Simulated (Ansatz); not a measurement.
CH₃S (SMILES [CH2]S), doublet, at a GFN2-xTB geometry; WB97M-V/6-311G** in Ansatz (an electronic-structure program).

Here is a job for Ansatz.
Ansatz 0.2 input:
```yaml
crystal:
  periodic: [false, false, false]
  atoms:
    - {symbol: C, position_ang: [-1.02146612, 0.46706793, 0.14055695]}
    - {symbol: S, position_ang: [0.49058300, -0.30759629, -0.06036175]}
    - {symbol: H, position_ang: [-1.87838970, -0.16555566, 0.03006651]}
    - {symbol: H, position_ang: [-1.10155858, 1.51833989, -0.04333163]}
    - {symbol: H, position_ang: [1.25941691, 0.76634894, 0.13571148]}
basis:
  gaussian:
    orbitals: 6-311G__.json
hamiltonian:
  xc: {name: wB97M-V}
magnetization: {spin_polarized: true, initial_magnetization: 1}
accuracy: high
```
The basis file holds 6-311G** in the JSON format of the Basis Set Exchange.

It wrote (shortened):

```
Functional definition: wB97M-V
1167 factors; integrals over basis functions are off by at most 4.4e-9 eV
251 factors; integrals over basis functions are off by at most 2.7e-9 eV
mean field evaluation 1: about -11916.7719 eV, gradient 1.9e1 eV
mean field evaluation 2: about -11917.4485 eV, gradient 1.5e1 eV
mean field evaluation 4: about -11918.6001 eV, gradient 7.4e-1 eV
mean field evaluation 8: about -11918.6425 eV, gradient 1.3e-1 eV
mean field evaluation 16: about -11918.6430 eV, gradient 2.4e-4 eV
mean field -11918.64301287 eV, -438.0020519764 hartree, gradient 3.0e-8 eV, S^2 0.753474; 0 other end points of the search recorded, 0 dependent functions left out
reference -11918.64301653 eV, -438.0020521110 hartree; 13, 12 occupied and 50, 51 virtual orbitals, 1167 factors
Total energy: -11918.64301653 eV, -438.0020521110 hartree
```
